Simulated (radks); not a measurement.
Spherical quantum dot in the effective-mass picture: electrons in a well V = -V0 / (1 + exp((r - R)/a)) with V0 = 5.32, R = 6, a = 0.52, with a point charge +2 (a donor) at the centre, all in effective atomic units (hartree* = m*/eps^2 hartree, bohr* = eps/m* bohr), one dielectric constant everywhere. Calculated with a radial shooting solver with Libxc functionals: non-relativistic Kohn-Sham, LDA (Slater exchange, Perdew-Wang correlation), spin-polarised, spherical densities. Levels are named by radial order and angular momentum (1s, 1p, 1d, 2s, ...), and open shells are averaged over m.

N = 7, configuration 1s2 1p(up 3, down 0) 2s2. This is the lowest configuration that the search found. Occupied and some empty levels:

| level | occupation | eigenvalue (hartree*) | <r> (bohr*) |
|---|---|---|---|
| 1s up | 1 | -4.3387 | 1.176 |
| 1s down | 1 | -4.3221 | 1.111 |
| 2s up | 1 | -3.9277 | 3.284 |
| 1p up | 3 | -3.9053 | 3.423 |
| 2s down | 1 | -3.8787 | 3.352 |
| 1p down | 0 | -3.8497 | 3.443 |
| 1d up | 0 | -3.7108 | 3.731 |
| 1d down | 0 | -3.6575 | 3.758 |
| 1f up | 0 | -3.4754 | 3.948 |
| 1f down | 0 | -3.4255 | 3.975 |
| 2p up | 0 | -3.2970 | 3.057 |
| 2p down | 0 | -3.2554 | 3.039 |
| 1g up | 0 | -3.2010 | 4.128 |
| 1g down | 0 | -3.1548 | 4.152 |

Energy (hartree*): total -35.9822, kinetic 4.2171, external -46.546, Hartree 8.4474, exchange-correlation -2.1010.

Electron density:

| r (bohr*) | n(r) (e/bohr*^3) |
|---|---|
| 0.433 | 0.7025 |
| 0.897 | 0.1437 |
| 1.36 | 0.03785 |
| 1.83 | 0.01748 |
| 2.29 | 0.01545 |
| 2.76 | 0.01642 |
| 3.22 | 0.01598 |
| 3.69 | 0.01300 |
| 4.15 | 0.008358 |
| 4.61 | 0.003978 |
| 5.08 | 0.001303 |
| 5.54 | 0.0002726 |
| 6.01 | 0.00003578 |
